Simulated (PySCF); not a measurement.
Cl3V, neutral, multiplicity 3. Atoms are numbered in the order given.

```xyz
4

V      0.0000     0.0000    -0.0506
Cl     0.0000    -1.8064     1.1356
Cl     0.0000     0.0000    -2.2028
Cl     0.0000     1.8064     1.1356
```
Charge 0, spin multiplicity 3.

Geometry optimised at r2SCAN-D4/def2-SVP. The spin state was assumed, not searched.

These are r2SCAN-D4/def2-SVP (PySCF 2.14.0) values and carry that method's errors.

Frequencies are harmonic and unscaled.

List the normal modes with their intensities. (Estimate from the structure and the level; the computed values follow.)


| mode | ν (cm⁻¹) | IR (km/mol) | moving atoms (share of kinetic energy) |
|---|---|---|---|
| 1 | 83 | 17.6 | V 68 %, Cl 32 % |
| 2 | 95 | 3.3 | Cl 83 %, V 17 % |
| 3 | 114 | 0.3 | Cl 88 %, V 12 % |
| 4 | 358 | 0.3 | Cl 100 % |
| 5 | 465 | 165.3 | V 51 %, Cl 49 % |
| 6 | 508 | 123.1 | V 56 %, Cl 44 % |
